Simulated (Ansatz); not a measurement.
Input for Ansatz (development build ahead of 0.2.0):

```yaml
crystal:
  periodic: [false, false, false]
  atoms:
    - { symbol: Li, position_ang: [1.10787, 0.0376, -0.03281] }
    - { symbol: Li, position_ang: [-1.10992, 0.03289, -0.0373] }
    - { symbol: F, position_ang: [0.01669, 1.31384, 0.04204] }
    - { symbol: F, position_ang: [0.00388, -1.30516, -0.04823] }
basis:
  gaussian: { orbitals: cc-pVDZ }
hamiltonian:
  xc: hf
correlation:
  method: mp2
  frozen_orbitals: { F: 1, Li: 0 }
```

The input is written out in the form of the current development build from the run's settings.

Results

| Property | Result |
| --- | --- |
| Converged | yes |
| Reference energy | -214.00115 hartree |
| Correlation energy | -0.41419 hartree |
| Total energy | -214.41534 hartree |
| Spin squared of the determinant | 0.000 |
